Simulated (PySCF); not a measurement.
ethynyl anion (C₂H), SMILES [C-]#C, charge -1. Atoms are numbered in the order given.

```xyz
3

C      0.0000     0.0000     0.7560
C      0.0000     0.0000    -0.4938
H      0.0000     0.0000    -1.5731
```
Charge -1, spin multiplicity 1.

Geometry optimised at PBE-D3(BJ)/def2-TZVPD.

Two levels are set side by side: PBE/pcJ-2 (PySCF) and PBE0/pcJ-2 (PySCF). One-bond couplings, all four terms, same geometry. Isotopes: 13C, 1H. Differences are taken from unrounded values.

```json
[
 {"quantity": "¹J(C1,C2) (Hz)", "PBE0": "47.0", "PBE": "37.8", "PBE minus PBE0": "-9.2"},
 {"quantity": "¹J(C2,H3) (Hz)", "PBE0": "189.8", "PBE": "182.9", "PBE minus PBE0": "-6.9"}
]
```

Rough cost on one machine, each run with all the roots and properties that it gave: PBE0 against PBE about 2 times.
